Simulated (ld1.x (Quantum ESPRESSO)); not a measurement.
u(r) = r·R(r): atom against pseudo-atom (tin (Sn))

Columns: radius, all-electron u(r) and pseudo u(r) of the 5s shell (level -10.05 eV) of tin in the configuration [Kr] 4d10 5s2 5p2; LDA (PZ), non-relativistic, TM scheme, ld1.x (Quantum ESPRESSO) 7.5.

| r (bohr) | all-electron | pseudo |
| --- | --- | --- |
| 0.132 | -0.0663 | 0.0925 |
| 0.265 | 0.2250 | 0.1665 |
| 0.398 | 0.0169 | 0.2079 |
| 0.530 | -0.2489 | 0.2168 |
| 0.663 | -0.3466 | 0.2065 |
| 0.795 | -0.2834 | 0.1956 |
| 0.928 | -0.1295 | 0.1990 |
| 1.060 | 0.0530 | 0.2284 |
| 1.193 | 0.2304 | 0.2933 |
| 1.325 | 0.3823 | 0.3929 |
| 1.458 | 0.5046 | 0.5048 |
| 1.590 | 0.5954 | 0.5954 |
| 1.723 | 0.6587 | 0.6587 |
| 1.855 | 0.6977 | 0.6977 |
| 1.988 | 0.7172 | 0.7172 |
| 2.120 | 0.7208 | 0.7208 |
| 2.252 | 0.7121 | 0.7121 |
| 2.385 | 0.6940 | 0.6940 |
| 2.518 | 0.6690 | 0.6690 |
| 2.650 | 0.6394 | 0.6394 |
| 2.782 | 0.6067 | 0.6067 |
| 2.915 | 0.5718 | 0.5718 |
| 3.048 | 0.5360 | 0.5360 |
| 3.180 | 0.5005 | 0.5005 |
| 3.312 | 0.4654 | 0.4654 |
| 3.445 | 0.4311 | 0.4311 |

Task: How many radial nodes do the two functions have?

Result: The all-electron 5s function has n − l − 1 = 4 (the table is too coarse to show those close to the nucleus); the pseudo-wave has 0, since the states of the same l below it are removed with the core.

Task: At about which radius was the pseudo-wave matched?

Result: 1.55 bohr, where the columns begin to agree (steps of 0.13 bohr).

Task: Is the pseudo-wave norm-conserving?

Result: Yes: the TM scheme keeps the norm inside the radius equal to the all-electron one, which fixes the energy derivative of the logarithmic derivative at the level.
